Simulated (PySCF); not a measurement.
CH2O2, charge +1, doublet, at a GFN2-xTB geometry (a state made from the parent by changing its charge; the spin is typed, not shown lowest), atoms displaced at random by about 0.02 Å a coordinate; PBE0/STO-3G run with PySCF.

Here is a job for PySCF.
```python
from pyscf import gto, scf, dft
from pyscf.geomopt import geometric_solver

mol = gto.Mole()
mol.atom = '''
    O     0.820383   -0.744081   -0.067921
    C    -0.235121   -0.143152    0.025255
    O    -0.718836    0.946058    0.059366
    H     1.730049   -0.263914   -0.040052
    H    -1.113668   -0.957358   -0.000264
'''
mol.basis = 'sto-3g'
mol.charge = 1
mol.spin = 1
mol.verbose = 3
mol.build()

def method(m):
    mf = dft.UKS(m)
    mf.xc = 'pbe0'
    return mf

conv, mol_eq = geometric_solver.kernel(method(mol), maxsteps=100, convergence_set='GAU_VERYTIGHT')
print('optimisation converged:', conv)
print(mol_eq.tostring(format='xyz'))
mf = method(mol_eq)
mf.kernel()
```

What the program printed (banner, timings and long lists left out):

```
Custom engine selected.
Bonds will be generated from interatomic distances less than 1.20 times sum of covalent radii
15 internal coordinates being used (instead of 15 Cartesians)
Internal coordinate system (atoms numbered from 1):
Distance 1-2
Distance 1-4
Distance 2-3
Distance 2-5
Angle 2-1-4
Angle 1-2-3
Angle 3-2-5
Out-of-Plane 2-1-5-3
Dihedral 4-1-2-3
Dihedral 4-1-2-5
Translation-X 1-5
Translation-Y 1-5
Translation-Z 1-5
Rotation-A 1-5
Rotation-B 1-5
Rotation-C 1-5
<class 'geometric.internal.Distance'> : 4
<class 'geometric.internal.Angle'> : 3
<class 'geometric.internal.OutOfPlane'> : 1
<class 'geometric.internal.Dihedral'> : 2
<class 'geometric.internal.TranslationX'> : 1
<class 'geometric.internal.TranslationY'> : 1
<class 'geometric.internal.TranslationZ'> : 1
<class 'geometric.internal.RotationA'> : 1
<class 'geometric.internal.RotationB'> : 1
<class 'geometric.internal.RotationC'> : 1
> ===== Optimization Info: ====
> Job type: Energy minimization
> Maximum number of optimization cycles: 100
> Initial / maximum trust radius (Angstrom): 0.100 / 0.300
> Convergence Criteria:
> Will converge when all 5 criteria are reached:
>  |Delta-E| < 1.00e-06
>  RMS-Grad  < 1.00e-06
>  Max-Grad  < 2.00e-06
>  RMS-Disp  < 4.00e-06
>  Max-Disp  < 6.00e-06
> === End Optimization Info ===

Geometry optimization cycle 1
Cartesian coordinates (Angstrom)
 Atom        New coordinates             dX        dY        dZ
   O   0.820383  -0.744081  -0.067921    0.000000  0.000000  0.000000
   C  -0.235121  -0.143152   0.025255    0.000000  0.000000  0.000000
   O  -0.718836   0.946058   0.059366    0.000000  0.000000  0.000000
   H   1.730049  -0.263914  -0.040052    0.000000  0.000000  0.000000
   H  -1.113668  -0.957358  -0.000264    0.000000  0.000000  0.000000

WARN: Mole.unit (angstrom) is changed to Bohr

converged SCF energy = -186.6305831276  <S^2> = 0.75707363  2S+1 = 2.0070612
--------------- UKS_Scanner gradients ---------------
         x                y                z
0 O    -0.1631232206     0.0829927233     0.0091356722
1 C     0.0786224776     0.1581162007     0.0029037271
2 O     0.0813049428    -0.2158745919    -0.0098762872
3 H     0.0088804031    -0.0084690837     0.0004188629
4 H    -0.0056903357    -0.0167994808    -0.0026269120
----------------------------------------------
cycle 1: E = -186.630583128  dE = -186.631  norm(grad) = 0.344316
Step    0 : Gradient = 1.540e-01/2.309e-01 (rms/max) Energy = -186.6305831276
[...]
Geometry optimization cycle 2
Cartesian coordinates (Angstrom)
 Atom        New coordinates             dX        dY        dZ
   O   0.928865  -0.804409  -0.079105    0.108482 -0.060328 -0.011184
   C  -0.254894  -0.255987  -0.002703   -0.019773 -0.112835 -0.027958
   O  -0.688216   0.966249   0.067617    0.030620  0.020191  0.008251
   H   1.730008  -0.167582  -0.026809   -0.000041  0.096332  0.013243
   H  -1.232816  -0.899885   0.018477   -0.119148  0.057473  0.018741
converged SCF energy = -186.678728640194  <S^2> = 0.75805344  2S+1 = 2.0080373
--------------- UKS_Scanner gradients ---------------
         x                y                z
0 O    -0.0114869319     0.0232905263     0.0002586249
1 C     0.0323502154     0.0436676079    -0.0007283800
2 O     0.0024688879    -0.0600012148    -0.0030930178
3 H     0.0025541403    -0.0115405413     0.0007966740
4 H    -0.0258797897     0.0045603148     0.0027955433
----------------------------------------------
cycle 2: E = -186.67872864  dE = -0.0481455  norm(grad) = 0.089905
Step    1 : Displace = 1.078e-01/1.335e-01 (rms/max) Trust = 1.000e-01 (=) Grad = 4.021e-02/6.013e-02 (rms/max) E (change) = -186.6787286402 (-4.815e-02) Quality = 1.008
[...]
Geometry optimization cycle 3
Cartesian coordinates (Angstrom)
 Atom        New coordinates             dX        dY        dZ
   O   0.883501  -0.867982  -0.047138   -0.045363 -0.063574  0.031967
   C  -0.294071  -0.237565   0.023111   -0.039177  0.018422  0.025814
[...]
converged SCF energy = -186.688855392555  <S^2> = 0.75943898  2S+1 = 2.0094168
Step   91 : Displace = 5.674e-07/8.942e-07 (rms/max) Trust = 5.657e-07 (+) Grad = 2.635e-06/4.649e-06 (rms/max) E (change) = -186.6888553926 (+2.924e-10) Quality = -0.791
converged SCF energy = -186.688855392065  <S^2> = 0.75943911  2S+1 = 2.0094169
Step   92 : Displace = 4.082e-07/5.936e-07 (rms/max) Trust = 4.000e-07 (-) Grad = 3.458e-06/5.001e-06 (rms/max) E (change) = -186.6888553921 (+4.901e-10) Quality = -0.953
converged SCF energy = -186.688855391837  <S^2> = 0.759439  2S+1 = 2.0094168
Step   93 : Displace = 6.000e-07/8.191e-07 (rms/max) Trust = 4.000e-07 (=) Grad = 2.646e-06/4.662e-06 (rms/max) E (change) = -186.6888553918 (+2.274e-10) Quality = -0.575
converged SCF energy = -186.688855390839  <S^2> = 0.75943895  2S+1 = 2.0094168
Step   94 : Displace = 4.209e-07/6.316e-07 (rms/max) Trust = 4.000e-07 (=) Grad = 2.590e-06/4.656e-06 (rms/max) E (change) = -186.6888553908 (+9.981e-10) Quality = -0.788
converged SCF energy = -186.6888553902  <S^2> = 0.75943903  2S+1 = 2.0094169
Step   95 : Displace = 3.528e-07/6.129e-07 (rms/max) Trust = 4.000e-07 (=) Grad = 3.268e-06/5.432e-06 (rms/max) E (change) = -186.6888553902 (+6.394e-10) Quality = -0.849
converged SCF energy = -186.688855388274  <S^2> = 0.75943896  2S+1 = 2.0094168
Step   96 : Displace = 4.812e-07/7.484e-07 (rms/max) Trust = 4.000e-07 (=) Grad = 6.481e-06/9.607e-06 (rms/max) E (change) = -186.6888553883 (+1.926e-09) Quality = -1.830
converged SCF energy = -186.688855389442  <S^2> = 0.75943894  2S+1 = 2.0094168
Step   97 : Displace = 4.235e-07/5.997e-07 (rms/max) Trust = 4.000e-07 (=) Grad = 2.823e-06/4.998e-06 (rms/max) E (change) = -186.6888553894 (-1.168e-09) Quality = 37.064
[...]
   H   1.629130  -0.094588  -0.058646    0.000000  0.000001  0.000002
   H  -1.196539  -0.982901  -0.003607    0.000002 -0.000002  0.000004
converged SCF energy = -186.688855389299  <S^2> = 0.75943897  2S+1 = 2.0094168
--------------- UKS_Scanner gradients ---------------
         x                y                z
0 O     0.0000016929    -0.0000016994     0.0000286368
1 C     0.0000004688    -0.0000002779    -0.0000015372
2 O     0.0000024268    -0.0000024354     0.0000018825
3 H     0.0000021818    -0.0000019662     0.0000116934
4 H     0.0000019210    -0.0000006303     0.0000029323
----------------------------------------------
cycle 99: E = -186.688855389  dE = 1.43302e-10  norm(grad) = 3.16527e-05
Step   98 : Displace = 5.755e-07/8.055e-07 (rms/max) Trust = 5.657e-07 (+) Grad = 2.768e-06/4.898e-06 (rms/max) E (change) = -186.6888553893 (+1.433e-10) Quality = -0.981
[...]
Geometry optimization cycle 100
Cartesian coordinates (Angstrom)
 Atom        New coordinates             dX        dY        dZ
   O   0.904415  -0.831438  -0.066108    0.000002  0.000001  0.000012
   C  -0.307199  -0.285461  -0.003493    0.000000 -0.000000 -0.000001
   O  -0.554044   1.040177   0.060059   -0.000004 -0.000000 -0.000022
   H   1.629130  -0.094585  -0.058643   -0.000000  0.000003  0.000003
   H  -1.196537  -0.982904  -0.003599    0.000002 -0.000003  0.000007
converged SCF energy = -186.688855388971  <S^2> = 0.75943884  2S+1 = 2.0094167
--------------- UKS_Scanner gradients ---------------
         x                y                z
0 O     0.0000043364    -0.0000030208     0.0000285025
1 C    -0.0000029213     0.0000035615    -0.0000012688
2 O     0.0000028110    -0.0000041617     0.0000017905
3 H     0.0000025200    -0.0000021143     0.0000116728
4 H     0.0000019454    -0.0000012642     0.0000029073
----------------------------------------------
cycle 100: E = -186.688855389  dE = 3.27248e-10  norm(grad) = 3.24421e-05
Step   99 : Displace = 3.624e-07/4.701e-07 (rms/max) Trust = 4.000e-07 (-) Grad = 4.208e-06/6.233e-06 (rms/max) E (change) = -186.6888553890 (+3.272e-10) Quality = -1.281
Not rejecting step - trust below tmin = 4.000e-07
[...]
Geometry optimization cycle 101
Cartesian coordinates (Angstrom)
 Atom        New coordinates             dX        dY        dZ
   O   0.904417  -0.831437  -0.066093    0.000002  0.000001  0.000015
   C  -0.307199  -0.285463  -0.003494    0.000000 -0.000001 -0.000001
   O  -0.554049   1.040177   0.060032   -0.000004 -0.000001 -0.000028
   H   1.629129  -0.094581  -0.058639   -0.000001  0.000004  0.000004
   H  -1.196535  -0.982908  -0.003590    0.000002 -0.000004  0.000009
converged SCF energy = -186.688855388779  <S^2> = 0.75943894  2S+1 = 2.0094168
--------------- UKS_Scanner gradients ---------------
         x                y                z
0 O     0.0000025155    -0.0000024140     0.0000285737
1 C    -0.0000000363     0.0000004241    -0.0000015083
2 O     0.0000023323    -0.0000023232     0.0000019033
3 H     0.0000021323    -0.0000018519     0.0000116984
4 H     0.0000017475    -0.0000008227     0.0000029328
----------------------------------------------
cycle 101: E = -186.688855389  dE = 1.91847e-10  norm(grad) = 3.16652e-05
Step  100 : Displace = 3.759e-07/4.758e-07 (rms/max) Trust = 4.000e-07 (=) Grad = 2.805e-06/4.857e-06 (rms/max) E (change) = -186.6888553888 (+1.918e-10) Quality = -0.535
[...]
Maximum iterations reached (100); increase --maxiter for more
Geometry optimization failed to converge in 100 iterations
optimisation converged: False
5
XYZ from PySCF
O           0.90441707       -0.83143679       -0.06609322
C          -0.30719876       -0.28546281       -0.00349372
O          -0.55404852        1.04017668        0.06003185
H           1.62912909       -0.09458075       -0.05863909
H          -1.19653498       -0.98290807       -0.00359037

converged SCF energy = -186.688855388776  <S^2> = 0.759439  2S+1 = 2.0094168
```

The run did not converge; its last values are not results.
